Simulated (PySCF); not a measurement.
C₄H₅FO₂S.
SMILES with atom numbers: `[O:1]=[S:2]1(=[O:3])[CH2:4][CH:5]=[C:6]([F:7])[CH2:8]1` (hydrogens: H9, H10 on C4; H11 on C5; H12, H13 on C8)

The same species was optimised twice, with GFN2-xTB and with PBE0-D3(BJ)/def2-SVP (PySCF), and the same property calculations (PySCF, gas phase) were run on both structures.

```csv
coordinate,GFN2-xTB,PBE0-D3(BJ)/def2-SVP,change
O1=S2 (Å),1.431,1.456,+0.025
S2=O3 (Å),1.434,1.455,+0.021
C6–F7 (Å),1.344,1.323,-0.021
S2–C8 (Å),1.840,1.823,-0.017
S2–C4 (Å),1.837,1.823,-0.014
C4–C5 (Å),1.481,1.493,+0.012
C6–C8 (Å),1.480,1.488,+0.008
C5=C6 (Å),1.326,1.335,+0.009
O1–S2–O3 (°),117.9,121.4,+3.5
S2–C8–C6 (°),100.1,102.4,+2.3
S2–C4–C5 (°),101.7,103.9,+2.2
O1–S2–C4 (°),110.0,108.1,-1.9
O1–S2–C8 (°),109.6,107.8,-1.8
C5–C6–F7 (°),122.4,123.9,+1.5
C5–C6–C8 (°),119.8,118.8,-1.0
C4–C5–C6 (°),116.1,115.1,-1.0
```

Rotational constants: A = 3633, B = 1319, C = 1212 MHz (GFN2-xTB) against A = 3584, B = 1305, C = 1208 MHz (PBE0-D3(BJ)/def2-SVP). Point groups within 0.08 Å: C1 and C1.

On the GFN2-xTB structure: lowest singlet, TDDFT (eV) 6.83 [PBE0/def2-SVPD]; isotropic polarisability (au) 69.4 [PBE0/def2-SVPD]; HOMO (eV) -8.14 [PBE0/def2-SVPD]; LUMO (eV) -0.65 [PBE0/def2-SVPD]; dipole (D) 3.63 [PBE0/def2-SVPD].

What do these properties become on the PBE0-D3(BJ)/def2-SVP structure?

```tsv
property	level	on GFN2-xTB	on PBE0-D3(BJ)/def2-SVP	change
lowest singlet, TDDFT (eV)	PBE0/def2-SVPD	6.83	6.79	-0.04
isotropic polarisability (au)	PBE0/def2-SVPD	69.4	70.3	+0.9
HOMO (eV)	PBE0/def2-SVPD	-8.14	-8.11	+0.03
LUMO (eV)	PBE0/def2-SVPD	-0.65	-0.62	+0.03
dipole (D)	PBE0/def2-SVPD	3.63	3.64	+0.01
energy, GFN2-xTB geometry as zero (kcal/mol)	PBE0/def2-SVPD	0.0	-3.1	-3.1
```

The heavy atoms differ by 0.049 Å rms after alignment. Among bonds between heavy atoms O1=S2 changes most (+0.025 Å). Changes are differences of the printed values. Neither structure is proved a minimum here.
